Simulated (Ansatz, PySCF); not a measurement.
Molecule: sum formula SiHCl, net charge 0, singlet state. SMILES: Cl[SiH]
Geometry: optimised at B3LYP-D3(BJ)/def2-TZVP (Ansatz, an electronic-structure program).

Property: atomisation energy (electronic, to ground-state atoms), in kcal/mol. Cores are frozen in the correlated levels unless marked. Open shells are spin-unrestricted. No spin-orbit coupling. No relativistic terms. The coupled-cluster limit lacks core correlation, which all-electron functionals hold. Basis-set limits of correlation are two-point, X^-3; Hartree-Fock from the larger set (for Q and 5 zeta extrapolated as (X+1)exp(-9√X)).

```json
[
 {"level": "HF/CBS(cc-pV(Q+d)Z,cc-pV(5+d)Z)", "program": "Ansatz", "atomisation energy (kcal/mol)": "127.0"},
 {"level": "HF-D3(BJ)/def2-TZVPD", "program": "PySCF + dftd3", "atomisation energy (kcal/mol)": "139.3"},
 {"level": "RPA@PBE/cc-pV(Q+d)Z", "program": "Ansatz", "atomisation energy (kcal/mol)": "165.2"},
 {"level": "MP2/STO-3G", "program": "Ansatz", "atomisation energy (kcal/mol)": "194.2"}
]
```

What does CCSD(T)/CBS(cc-pV(Q+d)Z,cc-pV(5+d)Z) (Ansatz) give?

179.7 kcal/mol
